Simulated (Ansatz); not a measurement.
Consider the cleavage of the Si–Sb bond: `[OH][Sb]([OH])[SiH2]S` + NH₃ → `N[SiH2]S` + `[OH][SbH][OH]`.

Program: Ansatz. Geometries: PBE0-D4/def2-TZVP. ΔE: electronic, gas phase. CBS: MP2 limit from def2 TZ/QZ plus the TZ coupled-cluster correction, frozen cores. This one scheme is used for every species. DFT in def2-TZVPP. def2 core potentials past Kr. For Sb outer-core shells are correlated without core-valence functions, which leaves a few kJ/mol of doubt a bond. One conformer a species, not always the lowest.

`[OH][Sb]([OH])[SiH2]S`:

Cartesian coordinates in Å:
```
O 2.258 0.247 -0.293
Sb 1.174 -0.829 0.958
O 0.347 -2.043 -0.336
Si -0.696 0.974 0.647
S -1.771 0.472 -1.151
H 3.112 -0.160 -0.464
H -0.146 -1.542 -1.002
H -0.104 2.314 0.410
H -1.653 1.038 1.786
H -2.521 -0.470 -0.555
```

NH₃:

Cartesian coordinates in Å:
```
N -0.147 -0.074 0.228
H 0.603 -0.727 0.038
H -0.729 -0.040 -0.599
H 0.274 0.841 0.333
```

`N[SiH2]S`:

Z-matrix (Å, degrees):
```
Si
S 1 2.151
N 1 1.706 2 111.5
H 1 1.484 2 111.6 3 -117.8
H 1 1.485 2 105.8 3 122.4
H 2 1.343 1 94.3 3 -148.1
H 3 1.006 1 122.1 2 53.2
H 3 1.006 1 120.4 2 -98.6
```

`[OH][SbH][OH]`:

Cartesian coordinates in Å:
```
O 0.140 1.503 -0.329
Sb -0.764 -0.075 0.407
O 0.570 -1.434 -0.065
H 0.542 2.034 0.363
H -1.577 -0.328 -1.074
H 1.089 -1.699 0.698
```

CCSD(T)/CBS gives -4.0 kcal/mol.

Problem. Another level gave -6.4 kcal/mol. Which?
A. PBE/def2-TZVPP
B. r2SCAN-D4/def2-TZVPP
C. PBE-D4/def2-TZVPP
D. CCSD/def2-TZVPP

Solution. D. CCSD/def2-TZVPP -6.4, PBE -1.4, r2SCAN-D4 -3.7, PBE-D4 0.3 kcal/mol.

Largest T1 diagnostic among the species: 0.015.

From PBE to PBE0 (25 % exact exchange), in def2-TZVPP and without D4, ΔE moves by −1.8 kcal/mol. The D4 term adds +2.8 kcal/mol with B3LYP and +1.6 kcal/mol with PBE0; it sums over pairs of atoms, weighted by their polarisabilities, and B3LYP, whose exchange is more repulsive, gets the larger term.

B3LYP here is the variant with VWN-RPA as its local correlation; programs differ in this.
